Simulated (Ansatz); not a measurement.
AlClGeH₄. Total charge 0; spin multiplicity 1. Correlated methods include outer-core shells of Ge, which these sets cover unevenly. Scalar relativity is left out up to krypton. The bonds changed during the relaxation, so this is another structure than the one it started from.

Z-matrix (Å, degrees):
```
Al
Cl 1 2.343
Ge 1 2.464 2 59.5
H 1 1.578 2 109.4 3 -108.6
H 1 1.578 2 109.4 3 108.6
H 3 1.546 1 125.8 2 -78.2
H 3 1.546 1 125.8 2 78.2
```

Task: Give the diagnostics of a CCSD(T)/def2-TZVPP run (frozen core, Ansatz 0.2.0). (Estimate.)

Result: The calculation gave: T1 = 0.0114, largest single amplitude 0.021, largest double 0.041, (T) share of the correlation energy 3.7 %, 9 CCSD cycles. The RHF solution is stable towards an unrestricted one. T1 lies under the customary mark of 0.02 for closed shells.
